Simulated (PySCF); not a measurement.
Problem. Write Cartesian coordinates for `C=CS(F)(F)(F)(F)F` as optimised with GFN2-xTB.

Solution. 
```xyz
11
C2H3F5S angstrom
C      1.6962   -0.5055   -0.0736
C      0.8283    0.4184    0.2362
S     -0.9678    0.1277   -0.0280
F     -0.7403   -0.5080   -1.5419
F     -1.1495    1.6368   -0.6847
F     -0.9122   -1.4024    0.6067
F     -1.3213    0.7391    1.4696
F     -2.5478   -0.0892   -0.2451
H      1.3782   -1.4479   -0.4875
H      2.7560   -0.3607    0.0720
H      0.9855    1.3944    0.6504
```

Any rigid rotation of these coordinates is as good. Atoms count from 1 in this order. S3 (sulfur bonded to C and 5 F) is octahedral (the three widest angles are 178.5°, 175.5° and 175.5°, the others run from 87.7° to 93.3°). Of the pairs four or more bonds apart, F6···H9 is among the closest relative to their van der Waals radii: 2.54 Å, 95 % of the sum of Bondi's values. The 5 F–S bonds span 1.610 Å (S3–F8, drawn single) to 1.658 Å (S3–F4, drawn single), a spread of 0.048 Å.

Bonds between heavy atoms (Å): C1=C2 1.305, C2–S3 1.839, S3–F4 1.658, S3–F5 1.656, S3–F6 1.657, S3–F7 1.656, S3–F8 1.610.

Computed geometry: GFN2-xTB, gas phase.

Point group: Cs (tolerance 0.08 Å). Not checked by GFN2-xTB frequencies.
